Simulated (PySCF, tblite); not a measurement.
Calculations on `C[B@@H-](Br)[NH+](C)C`, in the order of a workflow; each names the level of the geometry that it ran on. Settings lines and outputs come from a driver script.

Compound: C3H11BBrN.
Atom-mapped SMILES: `[CH3:1][B@@H-:2]([Br:3])[NH+:4]([CH3:5])[CH3:6]` (hydrogens: H7, H8, H9 on C1; H10 on B2; H11 on N4; H12, H13, H14 on C5; H15, H16, H17 on C6)

Step 1: GFN2-xTB geometry optimisation, gas phase (tblite 0.8.0) (from a force-field or distance-geometry start)
```json
{"job": {"kind": "relax", "xc": "GFN2-xTB", "basis": "xTB"}, "charge": 0, "multiplicity": 1}
```
```
step      E/eV     max force
  0    -552.64107    1.814
  1    -552.79477    0.998
  2    -552.88004    0.468
...
 50    -552.96068    0.013
 51    -552.96071    0.011
 52    -552.96073    0.012
 53    -552.96074    0.013
 54    -552.96075    0.007
```

Energy lowered by 7.4 kcal/mol over 54 steps; largest atomic force 0.007 eV/Å at the end. «max force» is the largest atomic force in eV/Å.

The run took 0.26 s on an Arm Neoverse V2 with one thread, shared host.

Step 2: GFN2-xTB harmonic vibrations, gas phase (tblite 0.8.0) (on the GFN2-xTB geometry)
```json
{"job": {"kind": "ir", "xc": "GFN2-xTB", "basis": "xTB"}, "charge": 0, "multiplicity": 1}
```
```
(table of modes left out)
```

45 modes from 80 to 3307 cm⁻¹ (unscaled, harmonic); zero-point energy 91.2 kcal/mol; all wavenumbers are real at this level.

On one thread of an Arm Neoverse V2, shared host, this took 0.4 s of wall time.

Step 3: TDDFT wB97X-D/def2-SVPD, vertical, gas phase, core orbitals frozen in the response (PySCF 2.14.0, density-fitted response routines) (on the GFN2-xTB geometry)
```json
{"job": {"kind": "uv", "xc": "wB97X-D", "basis": "def2-SVPD", "nstates": 8, "ntriplets": 3}, "charge": 0, "multiplicity": 1}
```
```
...
Static polarisability (au): isotropic 83.134, principal 76.905 84.971 87.527
Singlet excitations
state   eV       nm        f      main configurations
  1   6.8068    182.1   0.02955   H->L 0.84
  2   7.0965    174.7   0.03937   H->L+1 0.70
  3   7.2368    171.3   0.06476   H-1->L 0.62, H-1->L+1 0.20, H-1->L+3 0.09
  4   7.5472    164.3   0.02707   H-1->L+1 0.53, H-1->L 0.26
  5   7.7621    159.7   0.01412   H->L+2 0.71
  6   7.8438    158.1   0.00574   H->L+4 0.51, H->L+3 0.12, H->L+1 0.08
  7   7.9024    156.9   0.01817   H->L+3 0.44, H->L+5 0.23, H->L+4 0.12
  8   8.1549    152.0   0.00618   H-1->L+2 0.72, H-1->L+6 0.10
Triplet excitations (Tamm-Dancoff, eV): 6.7317 6.9333 7.1180
```

HOMO -8.69 eV, LUMO 1.60 eV; lowest singlet 6.81 eV; lowest triplet 6.73 eV (Tamm–Dancoff); mean polarisability 83.1 au.

The run took 2.6 min wall, 2.0 min CPU on one thread of an AMD EPYC, shared host, and the process peaked at 0.96 GiB of memory.

Geometry of the electronic-property runs (GFN2-xTB):
```
atom  x, y, z in Å
C1     1.9832    0.6774   -0.4398
B2     0.9962   -0.5705   -0.1673
Br3    1.1592   -1.2763    1.6926
N4    -0.5702   -0.0516   -0.3049
C5    -1.5318   -1.1537   -0.2105
C6    -0.9303    1.0214    0.6261
H7     1.7522    1.1876   -1.3774
H8     3.0123    0.3305   -0.5253
H9     1.9800    1.4260    0.3529
H10    1.1029   -1.4582   -0.9544
H11   -0.6034    0.3242   -1.2518
H12   -2.5511   -0.7999   -0.3733
H13   -1.4631   -1.5999    0.7813
H14   -1.2932   -1.9163   -0.9491
H15   -1.9534    1.3600    0.4537
H16   -0.8452    0.6496    1.6468
H17   -0.2515    1.8618    0.5032
```

 (This holds for the electronic-property runs.)

One conformer stands for the species.

wB97X-D is run here without its empirical dispersion term; that term would change no orbital, density or response property at a fixed geometry.
